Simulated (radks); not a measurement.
Problem. These are the eigenvalues of the occupied orbitals of an atom or ion with whole-number occupations (hartree). All-electron calculation, scalar-relativistic Kohn-Sham, BLYP, spin-polarised, spherical densities, finite nucleus; Fermi nuclear charge, rms radius of each element as measured or else 0.836 A^(1/3) + 0.57 fm. Program: a radial shooting solver on a logarithmic mesh with Libxc functionals.

1s up: -1532.589
1s down: -1532.585
2s up: -288.4089
2s down: -288.0492
2p up: -263.9381
2p down: -263.6618
3s up: -97.21869
3s down: -96.81463
3p up: -89.46041
3p down: -89.04650
3d up: -79.20043
3d down: -78.69584

Which element is it, and in what charge state? The configuration may be excited. Open shells, if any, are filled with parallel spins first.

Solution. Z = 58, cerium, charge +33: Ce33+ in [Ar] 3d7. The list shows which subshells hold electrons but not how many an open one holds; the 1s level, -1532.6 hartree, gives Z - s = 55.4 by -(Z - s)^2/2, which with screening and relativity narrows Z to a few neighbours, and the depths of the outer levels then fix element, charge and occupations together.
